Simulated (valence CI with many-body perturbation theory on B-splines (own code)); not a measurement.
## Sc: electric-dipole lines

Level of theory: relativistic CI+MBPT: three valence electrons over a frozen Dirac-Fock core [Ar], a basis of 9 s, 9 p, 10 d, 8 f, 5 g, 3 h, 1 i functions for each j, with the one-electron correlation potential Σ1 (screened to all orders), the two-electron term Σ2, the three-electron term Σ3, Breit, model QED; selected single and double excitations, second order for the rest (own B-spline code, finite nucleus).

Against 36 measured levels this calculation errs by 392 cm⁻¹ on average and by 1105 at most. These come from a selection out of the NIST Handbook of Basic Atomic Spectroscopic Data. Levels without a partner in it may be off by more, other configurations by 1,000 to 4,000 cm⁻¹.

Lines 51 to 100 of 188 in falling wavelength, among levels below 33373 cm⁻¹, chosen from the strongest by gf and those to the six lowest levels. Wavelengths and rates use the calculated energies, so an error of 400 cm⁻¹ moves a line at 634.2 nm by 2.5 % and its rate by three times that or more. Electric multipoles are in the length gauge, E1 and E2 with the static RPA response of the core. Weak lines are less certain than strong ones. Lines between different terms over intervals too small for the method are left out, as are lines whose strength nearly cancels and 39 of this kind that miss the measured wavelength by over 7 %. Where a level lies close to another of its J and parity, the split of strength between their lines is uncertain. The highest levels of a list are the least certain.

Names give the largest LS component (configuration and term), which can be under half, so a name can repeat, a term be missing and a line seem to break the LS rules; names also repeat where a configuration has a term twice. Letters in brackets count levels of one name in rising energy.

| λ vac (nm) | λ from measured levels | Upper | Lower | A (s⁻¹) | S (a.u.) with core polarisation | S without |
| --- | --- | --- | --- | --- | --- | --- |
| 634.4 |  | 3d3 4F_9/2 | 3d 4s 4p 4D°_7/2 | 2.27e+06 | 2.86e+00 | 3.10e+00 |
| 634.2 | 626.1 | 3d 4s 4p 4D°_5/2 | 3d 4s2 2D_5/2 | 4.80e+05 | 3.63e-01 | 3.90e-01 |
| 634.0 |  | 3d3 4F_5/2 | 3d 4s 4p 2D°_3/2 [a] | 9.73e+05 | 7.34e-01 | 7.94e-01 |
| 633.9 |  | 3d3 4F_7/2 | 3d 4s 4p 4D°_5/2 | 1.78e+06 | 1.79e+00 | 1.93e+00 |
| 632.8 | 624.6 | 3d 4s 4p 4D°_1/2 | 3d 4s2 2D_3/2 | 7.05e+02 | 1.76e-04 | 1.80e-04 |
| 632.3 |  | 3d3 4F_3/2 | 3d 4s 4p 4D°_3/2 | 1.31e+06 | 6.54e-01 | 7.10e-01 |
| 632.2 | 624.1 | 3d 4s 4p 4D°_3/2 | 3d 4s2 2D_3/2 | 7.92e+05 | 3.95e-01 | 4.25e-01 |
| 632.1 | 624.1 | 3d 4s 4p 2D°_5/2 [a] | 3d 4s2 2D_3/2 | 1.52e+05 | 1.13e-01 | 1.22e-01 |
| 631.8 |  | 3d3 4F_3/2 | 3d 4s 4p 4D°_1/2 | 1.81e+06 | 8.99e-01 | 9.72e-01 |
| 631.4 | 623.3 | 3d 4s 4p 4D°_7/2 | 3d 4s2 2D_5/2 | 4.48e+02 | 4.45e-04 | 4.75e-04 |
| 631.1 |  | 3d3 4F_5/2 | 3d 4s 4p 2D°_5/2 [a] | 8.24e+05 | 6.13e-01 | 6.66e-01 |
| 631.0 |  | 3d3 4F_7/2 | 3d 4s 4p 4F°_9/2 | 5.83e+05 | 5.78e-01 | 6.29e-01 |
| 630.9 |  | 3d3 4F_5/2 | 3d 4s 4p 4D°_3/2 | 7.72e+05 | 5.74e-01 | 6.20e-01 |
| 629.2 | 621.2 | 3d 4s 4p 2D°_3/2 [a] | 3d 4s2 2D_3/2 | 1.50e+06 | 7.36e-01 | 7.91e-01 |
| 628.8 |  | 3d3 4F_9/2 | 3d 4s 4p 4F°_9/2 | 5.16e+06 | 6.33e+00 | 6.87e+00 |
| 627.5 | 619.5 | 3d 4s 4p 4D°_5/2 | 3d 4s2 2D_3/2 | 3.78e+04 | 2.77e-02 | 2.98e-02 |
| 627.1 |  | 3d3 4F_5/2 | 3d 4s 4p 4F°_7/2 | 9.88e+05 | 7.21e-01 | 7.84e-01 |
| 625.4 |  | 3d3 4F_7/2 | 3d 4s 4p 4F°_7/2 | 4.11e+06 | 3.97e+00 | 4.32e+00 |
| 624.1 |  | 3d2 4p 2F°_5/2 | 3d2 4s 4P_3/2 | 3.94e+05 | 2.84e-01 | 3.03e-01 |
| 623.5 |  | 3d3 4F_3/2 | 3d 4s 4p 4F°_5/2 | 1.02e+06 | 4.87e-01 | 5.29e-01 |
| 623.1 |  | 3d3 4F_9/2 | 3d 4s 4p 4F°_7/2 | 7.30e+05 | 8.72e-01 | 9.46e-01 |
| 622.2 |  | 3d3 4F_5/2 | 3d 4s 4p 4F°_5/2 | 3.33e+06 | 2.37e+00 | 2.58e+00 |
| 621.8 |  | 3d2 4p 2F°_7/2 | 3d2 4s 4P_5/2 | 6.83e+05 | 6.48e-01 | 6.91e-01 |
| 620.9 |  | 3d2 4p 2F°_5/2 | 3d2 4s 2D_3/2 | 2.44e+06 | 1.73e+00 | 1.85e+00 |
| 620.4 |  | 3d3 4F_7/2 | 3d 4s 4p 4F°_5/2 | 1.10e+06 | 1.04e+00 | 1.12e+00 |
| 620.3 |  | 3d3 4F_3/2 | 3d 4s 4p 4F°_3/2 | 4.14e+06 | 1.95e+00 | 2.12e+00 |
| 620.0 |  | 3d2 4p 2F°_5/2 | 3d2 4s 2D_5/2 | 3.35e+05 | 2.36e-01 | 2.54e-01 |
| 618.9 |  | 3d3 4F_5/2 | 3d 4s 4p 4F°_3/2 | 9.86e+05 | 6.92e-01 | 7.51e-01 |
| 615.3 |  | 3d2 4p 2F°_7/2 | 3d2 4s 2D_5/2 | 2.62e+06 | 2.41e+00 | 2.57e+00 |
| 608.7 |  | 3d2 4p 2D°_3/2 | 3d2 4s 4P_3/2 | 1.16e+06 | 5.16e-01 | 5.54e-01 |
| 607.7 |  | 3d2 4p 2D°_5/2 | 3d2 4s 4P_5/2 | 1.70e+06 | 1.13e+00 | 1.21e+00 |
| 605.7 |  | 3d2 4p 2D°_3/2 | 3d2 4s 2D_3/2 | 7.79e+06 | 3.42e+00 | 3.67e+00 |
| 604.8 |  | 3d2 4p 2D°_3/2 | 3d2 4s 2D_5/2 | 1.00e+06 | 4.38e-01 | 4.69e-01 |
| 602.3 |  | 3d2 4p 2D°_5/2 | 3d2 4s 2D_3/2 | 6.03e+05 | 3.90e-01 | 4.19e-01 |
| 601.4 |  | 3d2 4p 2D°_5/2 | 3d2 4s 2D_5/2 | 7.46e+06 | 4.80e+00 | 5.16e+00 |
| 581.6 | 574.3 | 3d2 4p 4G°_5/2 | 3d2 4s 4F_7/2 | 2.84e+05 | 1.65e-01 | 1.75e-01 |
| 581.4 | 574.1 | 3d2 4p 4G°_7/2 | 3d2 4s 4F_9/2 | 1.69e+05 | 1.31e-01 | 1.40e-01 |
| 579.8 | 572.6 | 3d2 4p 4G°_5/2 | 3d2 4s 4F_5/2 | 7.44e+06 | 4.29e+00 | 4.55e+00 |
| 579.1 | 571.9 | 3d2 4p 4G°_7/2 | 3d2 4s 4F_7/2 | 7.44e+06 | 5.71e+00 | 6.05e+00 |
| 578.5 | 571.3 | 3d2 4p 4G°_5/2 | 3d2 4s 4F_3/2 | 4.54e+07 | 2.60e+01 | 2.76e+01 |
| 578.3 | 571.0 | 3d2 4p 4G°_9/2 | 3d2 4s 4F_9/2 | 4.64e+06 | 4.43e+00 | 4.70e+00 |
| 577.4 | 570.2 | 3d2 4p 4G°_7/2 | 3d2 4s 4F_5/2 | 4.58e+07 | 3.48e+01 | 3.69e+01 |
| 576.0 | 568.8 | 3d2 4p 4G°_9/2 | 3d2 4s 4F_7/2 | 4.92e+07 | 4.64e+01 | 4.92e+01 |
| 574.5 | 567.3 | 3d2 4p 4G°_11/2 | 3d2 4s 4F_9/2 | 5.43e+07 | 6.09e+01 | 6.46e+01 |
| 562.1 |  | 3d2 4p 2G°_7/2 | 3d2 4s 2F_7/2 | 1.16e+06 | 8.12e-01 | 8.43e-01 |
| 559.1 |  | 3d2 4p 2G°_9/2 | 3d2 4s 2F_7/2 | 4.29e+07 | 3.70e+01 | 3.84e+01 |
| 558.4 |  | 3d2 4p 2G°_7/2 | 3d2 4s 2F_5/2 | 4.21e+07 | 2.90e+01 | 3.01e+01 |
| 547.7 | 545.0 | 3d 4s 4p 4P°_3/2 | 3d 4s2 2D_5/2 | 7.31e+03 | 2.37e-03 | 2.19e-03 |
| 547.2 |  | 3d2 4p 2F°_5/2 | 3d2 4s 2F_7/2 | 1.06e+06 | 5.17e-01 | 5.36e-01 |
| 546.2 | 543.4 | 3d 4s 4p 4P°_5/2 | 3d 4s2 2D_5/2 | 3.73e+02 | 1.80e-04 | 1.80e-04 |
